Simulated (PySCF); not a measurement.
HOZn, SMILES [OH][Zn+], charge +1. Atoms are numbered in the order given.

```xyz
3

Zn    -0.0063     0.4193     0.0000
O      0.1170    -1.3477     0.0000
H     -0.7460    -1.7981     0.0000
```
Charge +1, spin multiplicity 1.

Coordinates come from a B3LYP-D3(BJ)/def2-TZVP optimisation. The multiplicity is an assumed one; other spin states were not compared. The isomer is the one that the SMILES or the coordinates give; other isomers of the formula were not compared.

Computed with PBE/pcSseg-2 (PySCF).

GIAO shieldings, no solvent; atoms alike by connectivity are averaged. δ = σ(ref) − σ: ¹⁷O against H2O (σ = 327.5 ppm); ¹H against TMS (σ = 31.47 ppm), references at their B3LYP-D3(BJ)/def2-TZVP geometries, non-relativistic.

Computed chemical shifts:
```csv
nucleus,atoms,count,δ (ppm)
¹⁷O,O2,1,295.4
¹H,H3,1,11.08
```
